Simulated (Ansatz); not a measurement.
`[CH3][Sn][OH]` + CH₃OH → `C[O][Sn][OH]` + CH₄ at 500 K and 1 bar (ligand exchange at the Sn–C bond).

Isolated molecules relaxed with PBE0-D4/def2-TZVP in Ansatz; ΔE leaves out vibrations. CBS: MP2 limit from def2 TZ/QZ plus the TZ coupled-cluster correction, frozen cores. This one scheme is used for every species. def2 core potentials past Kr. For Sn outer-core shells are correlated without core-valence functions, which leaves a few kJ/mol of doubt a bond. Each species was taken in one conformer, which may not be the lowest.

```json
{"species": "`[CH3][Sn][OH]`", "CCSD(T)/CBS energy (Eh)": "-329.68108", "H − E (kJ/mol)": "159.8", "S (J/(mol·K))": "360.7"}
{"species": "CH₃OH", "CCSD(T)/CBS energy (Eh)": "-115.61712", "H − E (kJ/mol)": "157.0", "S (J/(mol·K))": "265.4"}
{"species": "`C[O][Sn][OH]`", "CCSD(T)/CBS energy (Eh)": "-404.87801", "H − E (kJ/mol)": "181.0", "S (J/(mol·K))": "396.1"}
{"species": "CH₄", "CCSD(T)/CBS energy (Eh)": "-40.46206", "H − E (kJ/mol)": "135.6", "S (J/(mol·K))": "206.8"}
```

H − E and S are ideal-gas, rigid-rotor, harmonic terms from PBE0-D4/def2-TZVP, for one conformer and one mirror image of each species. 1 Eh = 2625.50 kJ/mol, R = 8.31446 J/(mol·K).

Task: By hand: ΔE, ΔH, ΔS and ΔG.

Result: ΔE = (-404.87801) + (-40.46206) − (-329.68108) − (-115.61712) = -0.04187 Eh = -109.9 kJ/mol. Δ(H − E) = 181.0 + 135.6 − 159.8 − 157.0 = -0.2, so ΔH = -110.1 kJ/mol. ΔS = 396.1 + 206.8 − 360.7 − 265.4 = -23.2 J/(mol·K). ΔG = -110.1 − 500 × (-23.2)/1000 = -98.5 kJ/mol.

Task: By hand: the equilibrium constant, and the temperature at which ΔG would vanish if ΔH and ΔS stayed fixed.

Result: log₁₀ K = −ΔG/(RT ln 10) = 10.3. ΔG = 0 at ΔH/ΔS = 4746 K, far beyond where these terms or the molecules hold.

ΔH outweighs TΔS. A doubt of 5 kJ/mol in ΔE shifts log₁₀ K by 0.5 here. Other conformers and mirror images would add mixing entropy, several J/(mol·K) or more a flexible species. Modes under 60 cm⁻¹, often nearly free rotors, make the harmonic entropy too high. These are equilibria of isolated gas molecules and say nothing of rates. Largest T1 diagnostic: 0.017 (customary marks: 0.02 for closed shells, 0.045 for open ones).
